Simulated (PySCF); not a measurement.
SMILES Clc1cc[c]cc1 (C6H4Cl), doublet (CAM-B3LYP/def2-SVP optimised geometry):

```
11

Cl    -2.224    -0.019     0.000
C     -0.484    -0.012     0.000
C      0.191     1.208     0.000
C      1.590     1.220     0.000
C      2.224     0.000     0.000
C      1.601    -1.225     0.000
C      0.202    -1.225     0.000
H     -0.377     2.140     0.000
H      2.136     2.167     0.000
H      2.155    -2.167     0.000
H     -0.358    -2.162     0.000
```

Method: unrestricted CAM-B3LYP/def2-TZVP in PySCF 2.14.0.

**Question.** What are the frontier orbital energies (α orbitals alone; a β orbital can be the lowest empty one) and the dipole moment?

**Answer.** HOMO-2 -9.08 eV, HOMO-1 -8.85 eV, HOMO -8.54 eV, LUMO 0.28 eV, LUMO+1 0.48 eV; dipole moment 0.84 D.

Meta-Löwdin charges at CAM-B3LYP/def2-TZVP: Cl1 -0.06, C2 0.01, C3 -0.11, C4 -0.12, C5 -0.01, C6 -0.12, C7 -0.11, H8 0.13, H9 0.14, H10 0.14, H11 0.13.
